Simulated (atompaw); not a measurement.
**molybdenum: PAW (atompaw) pseudisation with PBE, scalar-relativistic reference atom.**

```json
{
 "Element": "molybdenum",
 "Generator": "atompaw 4.2.0.5",
 "Type": "PAW",
 "Functional": "PBE",
 "Relativity": "scalar-relativistic",
 "Frozen core": "[Ar] 3d10",
 "Valence charge": "14",
 "Reference configuration": "4s2 4p6 4d5 5s1 5p0",
 "Partial waves": "4s (bound): rc 1.40 bohr; 5s (bound): rc 2.55 bohr; 4p (bound): rc 2.00 bohr; 5p (bound, empty): rc 2.55 bohr; 4d (bound): rc 2.55 bohr; 4d channel at 1.95 Ry: rc 1.80 bohr",
 "Local potential": "ultrasoft scheme with l = 3 at 0.5 Ry, radius 2.05 bohr",
 "Core correction": "smooth core density matched at 1.35 bohr",
 "Augmentation charge": "sinc compensation charge, radius 1.95 bohr; PAW radius 2.55 bohr; waves and projectors: custom polynom2 7 10 vanderbiltortho"
}
```

Poles of the logarithmic derivatives, all-electron (AE) and pseudo (PS). s: poles at -4.7, 3.0 (AE) and -4.7, 2.0 (PS) Ry. p: poles at -2.7, 4.3 (AE) and -2.7, 1.6 (PS) Ry. d: poles at 0.3 (AE) and 0.3, 4.5 (PS) Ry. Test radius 2.55 bohr.

* Cutoffs needed: 30 Ry and 70 Ry (the cutoffs (Ry, on a coarse ladder) from which the occupation-weighted sum of valence levels, in a spherical-Bessel basis at the reference potential, stays within 10 and 1 mRy of its value at 400 Ry)
* Ghost test: no extra level below or beside the all-electron valence levels (s, p, d, f tested) (spherical-Bessel basis up to 400 Ry, 20 bohr box)
* Lowest eigenvalue of the overlap operator: 0.37 (s channel)
* Overlap eigenvalues printed by atompaw (projector basis): 0.267, 0.716, 2.24, 80.7, 122, 2.58e+04
* Share of each valence orbital outside the PAW sphere: 4s 0 %, 5s 78 %, 4p 1 %, 5p 94 %, 4d 23 %
